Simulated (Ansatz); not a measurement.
Geometry optimisation, Ansatz 0.2.0, RKS CAM-B3LYP-D4/def2-SVP.

Input file:

```yaml
crystal:
  periodic: [false, false, false]
  atoms:
    - { symbol: B, position_ang: [0.0, 0.0, 0.0] }
    - { symbol: O, position_ang: [0.0, 0.0, 1.76] }
    - { symbol: H, position_ang: [-0.9095, -0.2814, 2.0971] }
    - { symbol: O, position_ang: [1.2211, 0.0, -0.705] }
    - { symbol: H, position_ang: [1.5209, -0.9519, -0.8599] }
    - { symbol: Cl, position_ang: [-1.6108, 0.0, -0.93] }
    - { symbol: Br, position_ang: [0.1049, 2.2181, 0.7379] }
    - { symbol: H, position_ang: [0.0529, 1.119, 1.7348] }
basis:
  gaussian: { orbitals: def2-SVP }
hamiltonian:
  xc: cam_b3lyp
  dispersion: d4
relax:
  f_tol: 0.15
  max_steps: 25
  restrain:
    - { distance: [0, 6], at: 2.04, k: 30.0 }
    - { distance: [7, 1], at: 1.01, k: 30.0 }
    - { distance: [0, 1], at: 2.61, k: 30.0 }
    - { distance: [7, 6], at: 2.75, k: 30.0 }
```

Command:

```bash
$ ansatz run input.yaml --threads 4 --pin off --max-ram 5120MiB --backend cpu --events-out ev --progress --plain --runs-dir out
```

Problem. Where does it end, and by what steps?

Solution. The run converged. The restraints hold the end off the free minimum; the threshold counts their pulls, which the force column leaves out. Restrained pairs: B1–Br7 (2.34 → 2.00 Å), O2–H8 (1.12 → 0.98 Å), B1–O2 (1.76 → 2.61 Å), Br7–H8 (1.48 → 2.75 Å). After 8 steps the energy has fallen by 2.529 eV (the restraints' own energy left out); B1 moved furthest, 0.71 Å.

```tsv
step	energy less start (eV)	largest force component (eV/Å)	accepted
0	0.0000	4.719	yes
1	-1.0501	3.553	yes
2	-1.5837	3.512	yes
3	-2.0958	2.151	yes
4	-2.1800	4.764	yes
5	-2.3317	2.923	yes
6	-2.4188	1.232	yes
7	-2.4907	1.025	yes
8	-2.5287	1.001	yes
```

```xyz
8
Properties=species:S:1:pos:R:3
B 0.108 0.556 -0.431
O -0.035 -0.187 2.063
H -0.980 -0.354 2.181
O 1.285 -0.018 -0.648
H 1.252 -0.957 -0.876
Cl -1.437 -0.189 -0.848
Br 0.129 2.483 0.122
H 0.058 0.770 2.272
```

Time of the run: 21 s on 4 threads of Arm Neoverse V1, with other jobs on the host, peak memory 0.31 GiB.
